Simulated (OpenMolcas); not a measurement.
Ar+: the spin-orbit constant, worked from levels

* Program: OpenMolcas 26.06
* Basis: ANO-RCC [8s7p5d4f2g]
* Scalar Hamiltonian: DKH2, point nucleus
* Active space: 7 electrons in 8 orbitals (3s 3p 4s 4p)
* State averaging: 2S+1 = 2 odd, 3 roots; 2S+1 = 2 even, 1 root
* Spin-orbit coupling: RASSI with atomic mean-field integrals over the reference wave functions, term energies averaged over their components

Methods: CASSCF; SS-CASPT2, IPEA 0.25 Eh, imaginary shift 0.1 Eh (closed shells correlated: 2s 2p). Measured levels: NIST Handbook of Basic Atomic Spectroscopic Data.

**The spin-orbit constant.** For the Hund term 2P* of p5, E(J) = (A/2) J(J+1) + constant and ζ = -2S·A = -A. From J = 1/2 to J = 3/2 the energy changes by 1.5 A.

```tsv
Source	E(3/2) - E(1/2)	A	ζ
CASSCF	-1359.3	-906.2	906
SS-CASPT2	-1359.3	-906.2	906
measured	-1431.6	-954.4	954
```

All in cm-1. SS-CASPT2 is off by -5.1 % and CASSCF by -5.1 %. Both methods take the spin-orbit matrix elements from the reference wave functions, so the second can move ζ only through the term energies and any multistate remixing.

Over all roots computed the reference weight is 0.86 to 0.95 in SS-CASPT2; the roots of lowest weight are the least certain, and an intruder state may touch them. Active for correlation alone: 4p 4s; no level in the range computed is led by a configuration that fills them, so any true level of that kind is missing. Without dynamic correlation excited terms often stand tens of per cent too high (terms of higher spin than the ground term too low), and those without a measured partner can miss by more than the paired ones (holds for CASSCF). Measured partners are found by configuration, term and J. A level has none where our copy of the source lacks it or the pairing is in doubt (some pairs that miss far off the trend of their configuration count as doubtful), and it then counts in no deviation. Levels of configurations outside the active space are missing.

* marks odd parity.
